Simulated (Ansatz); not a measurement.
`S=C1C[SiH2]1`, relaxed with RKS PBE0-D4/def2-TZVP in the Gaussian-basis code of Ansatz from a PBE-D4/def2-SVP geometry. The force threshold is 0.005 eV/Å; the program also tests the step.

Total charge 0; spin multiplicity 1.

Start:

```xyz
8

S    -0.732    1.303    2.165
C    -0.248    0.668    0.754
C     0.877   -0.167    0.260
Si   -0.701   -0.242   -0.829
H     1.624    0.396   -0.342
H     1.358   -0.902    0.934
H    -0.508    0.323   -2.203
H    -1.671   -1.378   -0.740
```

**Question.** By how much does the energy fall, and how many steps does the optimiser take? (Best estimate.)

**Answer.** Ansatz gave: 0.05 eV, in 10 steps, 2 of them rejected.

**Question.** Which bonds change most? (Estimate.)

**Answer.** Computed: C3–Si4 from 1.919 to 1.876 Å; C2–Si4 from 1.881 to 1.848 Å; S1–C2 from 1.622 to 1.597 Å; Si4–H7 from 1.498 to 1.479 Å.

**Question.** Give the relaxed structure. (An estimate is asked.)

**Answer.** Computed: 
```xyz
8

S    -0.679    1.371    2.097
C    -0.274    0.636    0.738
C     0.871   -0.181    0.240
Si   -0.672   -0.270   -0.822
H     1.645    0.408   -0.259
H     1.294   -0.931    0.906
H    -0.586    0.387   -2.144
H    -1.599   -1.420   -0.755
```
